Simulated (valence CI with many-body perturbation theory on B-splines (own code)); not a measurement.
The numbers below are computed, except where a source is named.
**From CI to CI+MBPT in Er37+**

Level of theory: configuration interaction combined with many-body perturbation theory (CI+MBPT): three valence electrons over a frozen Dirac-Fock core [Ar] 3d10, radial functions for each j: 11 s, 11 p, 9 d, 7 f, 5 g, 2 h, 1 i, with the one-electron correlation potential Σ1, the two-electron term Σ2, the three-electron term Σ3, Breit, model QED; selected CI, second order for the rest (own B-spline code, finite nucleus).

The last digits are not significant, and no measured levels were compared; by estimate large intervals hold to a few tenths of a per cent, small ones and those within an open d or f shell to about a per cent.

Each rung adds one term. CI alone is the Dirac-Coulomb CI over the frozen core; QED comes last and gives the full result, which names the levels. Energies are above (4s^2 4p1/2) J=1/2 on the same rung, in cm⁻¹.

Levels are named by their leading jj configuration (3d3/2^4 stands for four electrons in 3d with j = 3/2), which in mixed levels can hold well under half, so a name can repeat and another be missing. Letters in brackets count levels of one name in rising energy.

```tsv
Level	CI alone	+ Σ1	+ Σ2	+ Σ3	+ Breit	Full
(4s^2 4p3/2) J=3/2	505751	507441	508156	508165	502172	502827
(4s 4p1/2^2) J=1/2	660897	660218	661294	661348	666768	659599
(4s 4p1/2 4p3/2) J=3/2 [a]	1075280	1076210	1080730	1080850	1080420	1073940
(4s 4p1/2 4p3/2) J=5/2	1135500	1136470	1139200	1139290	1138310	1131880
(4s 4p1/2 4p3/2) J=3/2 [b]	1223300	1224270	1223330	1223370	1222420	1216130
(4s 4p1/2 4p3/2) J=1/2	1249600	1250570	1245450	1245450	1245160	1238610
(4s 4p3/2^2) J=5/2	1596270	1598600	1602970	1603100	1595760	1590830
(4s^2 4d3/2) J=3/2	1633170	1633570	1628660	1628690	1620650	1619420
(4s 4p3/2^2) J=1/2	1752720	1755370	1753850	1753820	1747630	1741800
(4s^2 4d5/2) J=5/2	1773700	1774780	1768680	1768660	1758450	1757200
(4s 4p3/2^2) J=3/2	1790580	1793040	1786760	1786740	1780100	1774680
(4p1/2^2 4p3/2) J=3/2	1895170	1895400	1892830	1892920	1897460	1884100
(4s 4p1/2 4d3/2) J=3/2 [a]	2152940	2152320	2155770	2155980	2153060	2145300
(4s 4p1/2 4d3/2) J=5/2	2196490	2196030	2198660	2198850	2195470	2187570
(4s 4p1/2 4d3/2) J=3/2 [b]	2297120	2297040	2294030	2294110	2291310	2282770
(4s 4p1/2 4d3/2) J=1/2	2299780	2299240	2294960	2295030	2291980	2284300
(4s 4p1/2 4d5/2) J=5/2 [a]	2308190	2308620	2310110	2310260	2305360	2296970
(4p1/2 4p3/2^2) J=3/2	2326030	2326980	2326430	2326600	2323490	2313130
(4s 4p1/2 4d5/2) J=7/2	2350980	2351100	2351070	2351230	2344980	2337640
```

**Question.** How does the ionisation energy move along the ladder, and which term matters most?

**Answer.** CI alone 1679.9, + Σ1 1681.6, + Σ2 1681.5, + Σ3 1681.5, + Breit 1679.6, + QED 1679.6 eV. The largest step is Breit, -1.9 eV, with Σ1 about as large (1.8). NIST lists 1678 ± 4 eV (theoretical).
